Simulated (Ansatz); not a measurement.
CH₆AlFGe, SMILES `[CH3][Al]([F])[GeH3]`, relaxed with RKS PBE0-D4/def2-TZVP in Ansatz from a PBE-D4/def2-SVP geometry. The force threshold is 0.005 eV/Å; the program also tests the step.

Charge 0, multiplicity 1.

Start:

```xyz
10

C     1.083   -1.356   -0.985
Al   -0.425   -0.160   -0.633
F    -1.672   -0.139   -1.771
Ge   -0.730    1.349    1.306
H     1.547   -1.121   -1.967
H     0.741   -2.412   -1.038
H     1.872   -1.290   -0.208
H    -0.853    2.840    0.879
H    -2.020    1.021    2.111
H     0.458    1.267    2.308
```

Q: How much energy does the relaxation release, and in how many steps? (An estimate is asked.)

A: Computed: 0.04 eV, in 5 steps.

Q: Which bonds change most? (Best estimate.)

A: Ansatz gave: Al2–F3 from 1.688 to 1.656 Å; C1–H7 from 1.109 to 1.092 Å; C1–H6 from 1.112 to 1.095 Å; C1–H5 from 1.111 to 1.095 Å.

Q: Give the relaxed structure. (An estimate is asked.)

A: Ansatz gave: 
```xyz
10

C     1.077   -1.350   -0.985
Al   -0.415   -0.163   -0.630
F    -1.647   -0.134   -1.737
Ge   -0.727    1.346    1.304
H     1.533   -1.119   -1.952
H     0.737   -2.390   -1.038
H     1.854   -1.288   -0.219
H    -0.849    2.818    0.866
H    -2.009    1.010    2.090
H     0.446    1.269    2.300
```
